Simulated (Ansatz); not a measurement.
Ansatz results at the PBE0-D4/def2-TZVP geometry: HOMO–LUMO gap (ωB97M-V/def2-TZVPP) 10.51 eV; LUMO energy (PBE0/def2-TZVPP) -0.01 eV; HOMO–LUMO gap (PBE/def2-TZVPP) 4.66 eV.

Each molecule was computed in one conformer, which needn't be the lowest.

(1) Which molecule gave them?
A. `O[C]1(F)[CH2][GeH2]1`
B. `F[CH2][GeH]1[CH2][O]1`
C. `[BH]1[Se][SnH2]1`
D. `[CH3][Ge@H]1[O][C@@H]1F`

Answers

(1) A. The others give `[BH]1[Se][SnH2]1`: 8.61, -1.88, 3.11; `[CH3][Ge@H]1[O][C@@H]1F`: 10.24, -0.73, 4.23; `F[CH2][GeH]1[CH2][O]1`: 10.50, -0.76, 4.46.
